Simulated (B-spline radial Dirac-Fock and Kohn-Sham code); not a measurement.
Satellites and hypersatellites of the K lines of Cd⁵⁺

System: Cd⁵⁺, configuration [Kr] 4d7.

The run's input, task.json:

```json
{"items": [{
  "Z": 48,
  "q": 5,
  "cfg": [[1, 0, 2], [2, 0, 2], [2, 1, 6], [3, 0, 2], [3, 1, 6], [3, 2, 10], [4, 0, 2], [4, 1, 6], [4, 2, 7]],
  "A": 114,
  "rrms": 4.6087,
  "do": ["binding", "quiet", "double"]
}]}
```

Run with: `python xray_run.py task.json out`

Calculated with a B-spline atomic structure program, using Dirac-Fock ΔSCF + Breit + QED. Each two-hole energy is an average over J within one jj subconfiguration, not an observable level; in light atoms, where LS coupling holds, the j-resolved values are not observed lines, and for a K spectator the Kα1 hypersatellite is nearly forbidden. Correlation and solid-state effects are left out.

Lines without a spectator: Kα2 (K-L2) 22981.8 eV, Kα1 (K-L3) 23171.6 eV, Kβ3 (K-M2) 26057.0 eV, Kβ1 (K-M3) 26091.8 eV. Shifts in eV with one spectator hole (a dash: not computed, or left out as unreliable):

| spectator hole | Kα2 | Kα1 | Kβ3 | Kβ1 |
| --- | --- | --- | --- | --- |
| K (1s) | +548.4 | +564.4 | +699.0 | +702.4 |
| L2 (2p1/2) | +59.9 | +75.3 | – | +160.4 |
| L3 (2p3/2) | +59.3 | +59.3 | +143.1 | – |
| M2 (3p1/2) | – | +8.51 | +19.44 | +23.61 |
| M3 (3p3/2) | +6.39 | – | +20.24 | +19.68 |
| M5 (3d5/2) | -1.85 | -0.03 | – | – |

With n spectator holes in 2p, averaged over the 2p shell (energies in eV):

```
n     KαLⁿ   step  hypersatellite KαʰLⁿ
0  23108.3      –               23667.3
1  23171.9  +63.6               23732.4
2  23236.8  +64.9               23798.7
3  23302.9  +66.2               23866.3
4  23370.4  +67.4               23935.2
5  23439.1  +68.7               24005.4
```

Run: 38 s of CPU time on 1 thread of Neoverse-V1 (shared host), peak memory 0.41 GiB.
